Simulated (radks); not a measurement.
Values are calculated unless marked as measured or tabulated.
How relativity changes the ionisation of the oxygen ion O3+ ([He] 2s2 2p1) to O4+ ([He] 2s2). Spin-unpolarised spherical Kohn-Sham, PBEsol, point nucleus unless stated (finite: rms radius 2.6991 fm), a radial shooting solver on a logarithmic mesh with Libxc functionals. A level marked "c x" has the speed of light scaled by that factor and shares open shells by 2j + 1; other Dirac levels either fill j = l - 1/2 first or share by 2j + 1.

\begin{tabular}{lrrrrr}
level & E(O3+) (hartree) & E(O4+) (hartree) & IE (eV) & HOMO & <r> HOMO (bohr) \\ \hline
non-rel. & -70.88679 & -68.07026 & 76.642 & 2p & 0.9206 \\
scalar-rel. & -70.94368 & -68.12703 & 76.645 & 2p & 0.9203 \\
scalar-rel., finite nucleus & -70.94366 & -68.12702 & 76.645 & 2p & 0.9203 \\
Dirac, 2j+1 shares & -70.94368 & -68.12703 & 76.645 & 2p3/2 & 0.9206 \\
Dirac, low j first & -70.94521 & -68.12703 & 76.686 & 2p1/2 & 0.9198 \\
Dirac, 2j+1 shares, finite nucleus & -70.94367 & -68.12702 & 76.645 & 2p3/2 & 0.9206 \\
Dirac, c x 1.25 & -70.92318 & -68.10658 & 76.644 & 2p3/2 & 0.9206 \\
Dirac, c x 1.5 & -70.91205 & -68.09547 & 76.643 & 2p3/2 & 0.9206 \\
Dirac, c x 100 & -70.88680 & -68.07027 & 76.642 & 2p3/2 & 0.9206 \\
\end{tabular}

NIST Atomic Spectra Database: 77.414 eV (measured). The relativistic part of the total energy of O3+ is -0.05687 hartree (Dirac, 2j+1 shares, finite nucleus), 0.08 % of the non-relativistic value. Spin polarisation and multiplet splitting of open shells are left out at every level.

Beside tabulated values, note that spin-unpolarised runs miss the spin-polarisation part of the exchange energy of open shells.
